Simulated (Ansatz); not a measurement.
A further run on Si(CCH)2H2 (C₄H₄Si).

```yaml
crystal:
  periodic: [false, false, false]
  atoms:
    - {symbol: Si, position_ang: [-0.789129, -0.004819, -0.536467]}
    - {symbol: C, position_ang: [-0.762032, -0.025961, 1.295904]}
    - {symbol: C, position_ang: [-0.752947, -0.040157, 2.512130]}
    - {symbol: H, position_ang: [-0.743411, -0.052686, 3.587895]}
    - {symbol: C, position_ang: [0.924567, 0.027060, -1.185301]}
    - {symbol: C, position_ang: [2.058685, 0.048171, -1.624418]}
    - {symbol: H, position_ang: [3.062372, 0.066840, -2.011430]}
    - {symbol: H, position_ang: [-1.516325, 1.208102, -1.004859]}
    - {symbol: H, position_ang: [-1.481790, -1.226540, -1.033455]}
basis:
  gaussian: {orbitals: cc-pVDZ, final_grid: {core_spheres: 5, valence_spheres: 4, degree: 11}}
hamiltonian: {xc: {name: wB97M-V}}
scf: {lower_state_search: off}
```

```sh
$ ansatz run in.yaml --threads 2 --pin off --events-out ev --progress --plain --max-ram 22528MiB --backend cpu
```

Shortened log:

```
Functional definition: wB97M-V
889 factors; integrals over basis functions are off by at most 1.3e-3 eV
298 factors; integrals over basis functions are off by at most 7.4e-6 eV
mean field evaluation 1: about -12081.4704 eV, gradient 3.4e1 eV
mean field evaluation 2: about -12083.6427 eV, gradient 2.0e1 eV
mean field evaluation 4: about -12084.7349 eV, gradient 2.1e0 eV
mean field evaluation 8: about -12084.9013 eV, gradient 6.6e-2 eV
mean field evaluation 16: about -12084.9014 eV, gradient 6.4e-5 eV
mean field -12084.90136665 eV, -444.1119337842 hartree, gradient 4.8e-6 eV, S^2 0.000000; 0 other end points of the search recorded, 0 dependent functions left out
reference -12084.90139970 eV, -444.1119349986 hartree; 21, 21 occupied and 73, 73 virtual orbitals, 889 factors
Total energy: -12084.90139970 eV, -444.1119349986 hartree
Checks for a lower state left out: stability, starts, cluster_reference, orbital_swaps, neighbouring_geometries, increment
```

Hardware: 2 threads of AMD EPYC 7R13 on a shared host. Wall time 1.2 s.
